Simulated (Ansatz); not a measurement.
Cost and result for the atomization energy of `CNC(=N)[SiH3]` (13 atoms, 12 bonds).

```xyz
13

C     1.662   -0.691   -1.102
N     0.882    0.129   -0.209
C    -0.433   -0.136    0.017
N    -1.016   -1.068   -0.643
Si   -1.331    1.004    1.238
H     1.728   -1.726   -0.752
H     1.196   -0.711   -2.088
H     2.664   -0.271   -1.186
H     1.368    0.701    0.457
H    -1.998   -1.137   -0.394
H    -1.925    2.154    0.508
H    -0.389    1.531    2.265
H    -2.410    0.222    1.890
```

The species carries charge 0 and has multiplicity 1. All single points use the PBE0-D4/def2-TZVP geometry. It is one conformer, not always the lowest. Program: Ansatz. All runs use 4 threads of an Arm Neoverse V2 on a shared host. Times are those of one run each, without the atoms' runs, and a repeat can differ threefold. Electronic energies, without spin–orbit coupling; frozen cores. CCSD(T)/CBS adds CCSD(T) − MP2 in def2-TZVPP to the MP2 limit, and its time is that of the two runs behind it. T1 = 0.014. B3LYP takes the VWN-RPA correlation (the form of Gaussian; ORCA's B3LYP/G). HSE06 is the plane-wave form, built on full-range PBE exchange.

CCSD(T)/CBS is a level of theory with its own doubt, some kJ/mol a heavy atom from the limit and from the frozen cores, so smaller differences don't rank the functionals.

```tsv
level	functions	wall time	atomization (kcal/mol)	difference from CCSD(T)/CBS	per bond
LDA (SPW92)/def2-TZVPP	278	1.4 s	1287.8	169.0	14.1
revPBE-D4/def2-TZVPP	278	2.2 s	1121.3	2.5	0.2
PBE-D4/def2-TZVPP (with forces)	278	2.6 s	1147.6	28.8	2.4
PBE0-D4/def2-TZVPP	278	3.1 s	1123.5	4.7	0.4
HSE06-D4/def2-TZVPP	278	3.3 s	1124.4	5.6	0.5
CAM-B3LYP-D4/def2-TZVPP	278	3.6 s	1130.1	11.3	0.9
B3LYP-D4/def2-TZVPP (with forces)	278	4.9 s	1127.5	8.7	0.7
B2PLYP/def2-TZVPP	278	6 s	1110.4	-8.4	-0.7
CCSD(T)/def2-SVP	114	6.5 s	1051.9	-66.9	-5.6
ωB97X-V/def2-TZVPP	278	8 s	1127.1	8.3	0.7
MP2/def2-QZVPP	538	28 s	1116.6	-2.2	-0.2
CCSD(T)/def2-TZVPP	278	3.5 min	1086.1	-32.7	-2.7
CCSD(T)/CBS(def2)	–	4 min	1118.8	0.0	0.0
```

In def2-TZVPP, CCSD(T) changes the Hartree–Fock value by +302.6 kcal/mol (the triples alone add +18.0 kcal/mol) and MP2 by +313.6 kcal/mol; breaking electron pairs costs correlation energy, which Hartree–Fock lacks. At CCSD(T), def2-SVP lies −66.9 kcal/mol from the extrapolated value and def2-TZVPP −32.7 kcal/mol: correlation converges slowly with the basis, and small sets miss more of it in the bonded molecule than in its fragments. From BLYP to BHLYP (50 % exact exchange), in def2-TZVPP and without D4, the atomization energy moves by −31.9 kcal/mol: exact exchange takes away binding that semilocal exchange gives to molecules.
